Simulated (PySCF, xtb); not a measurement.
Be(F)(Et) (C2H5BeF), SMILES C[CH2][Be][F].

GFN2-xTB in xtb at its own geometry gives an orbital gap of 5.50 eV and a dipole moment of 1.19 D.

Geometry optimised at PBE-D3(BJ)/def2-SVP. The values are those of a single conformer.

Problem. What does r2SCAN/def2-TZVPD (PySCF) give? (The exact figures need the calculation; the answer reports its results.)

Solution. gap 6.79 eV (levels -7.05 and -0.27 eV), dipole 1.39 D.
